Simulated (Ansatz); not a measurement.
A run for Ansatz (a program for electronic structure): R-CCSD(T)/aug-cc-pVTZ on N2 (SMILES N#N).

Ansatz 0.2 input:
```yaml
crystal:
  periodic: [false, false, false]
  atoms:
    - {symbol: N, position_ang: [-0.34839498, 0.36281176, -0.32613753]}
    - {symbol: N, position_ang: [0.36657889, -0.35850908, 0.07092464]}
basis:
  gaussian:
    orbitals: aug-cc-pVTZ
magnetization: {spin_polarized: false}
correlation: {method: ccsd_t, electrons: outside_noble_gas}
scf: {lower_state_search: off}
```

The head of its log:

```
WARN ansatz: RAYON_NUM_THREADS=1 ignored (pool sized by the plan → 1); use --threads N
Functional definition: HF
these checks for a lower state are left out or cut short: stability, starts, cluster_reference, orbital_swaps, neighbouring_geometries, increment
integrals: 0.08 GiB planned
550 factors; integrals over basis functions are off by at most 9.2e-4 eV
mean field: 0.11 GiB planned
mean field evaluation 1: about -2965.3207 eV, gradient 1.1e1 eV
mean field evaluation 2: about -2965.3353 eV, gradient 1.2e1 eV
mean field evaluation 4: about -2965.6579 eV, gradient 6.0e-1 eV
mean field evaluation 8: about -2965.6588 eV, gradient 2.8e-4 eV
mean field -2965.65880783 eV, -108.9859509919 hartree, gradient 2.9e-6 eV, S^2 0.000000; 0 other end points of the search recorded, 0 dependent functions left out
2 core orbitals not correlated
reference -2965.65880783 eV, -108.9859509919 hartree; 5, 5 occupied and 85, 85 virtual orbitals, 550 factors
```

Task: Predict the final total energy.

Result: -109.3804 hartree (reference determinant -108.9860, T1 diagnostic 0.013).
